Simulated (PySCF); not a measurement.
Bi(F)2(Me), SMILES [F][Bi]([CH3])[F], PBE0/def2-SVP optimised geometry.

```
7

Bi    -1.29    -0.71     0.00
F     -1.38    -0.94     2.02
F     -1.38     1.33     0.00
C      0.96    -0.71     0.00
H      1.27     0.34    -0.12
H      1.38    -1.33    -0.81
H      1.28    -1.09     0.98
```

Density from PySCF with PBE0/def2-TZVP, def2 effective core potentials past Kr at that geometry. The core electrons that the potentials of Bi replace are not part of the density.

Minimum of the electron density along straight lines between bonded atoms, close to the bond critical point (lines longer than 1.1 times the sum of covalent radii, or with two minima, are not listed):

```tsv
bond	length / Å	ρ at the minimum / e bohr⁻³	∇²ρ there / e bohr⁻⁵	position (fraction from the first atom)
Bi1–F2	2.035	0.112	0.46	0.53
Bi1–F3	2.035	0.112	0.46	0.53
Bi1–C4	2.250	[?]	[?]	0.53
C4–H5	1.099	0.269	-0.89	0.65
C4–H6	1.099	0.268	-0.89	0.64
C4–H7	1.099	0.269	-0.89	0.65
```

Question: Complete the blanks.

Answer: 
- Bi1–C4, ρ at the minimum / e bohr⁻³: 0.104
- Bi1–C4, ∇²ρ there / e bohr⁻⁵: 0.06
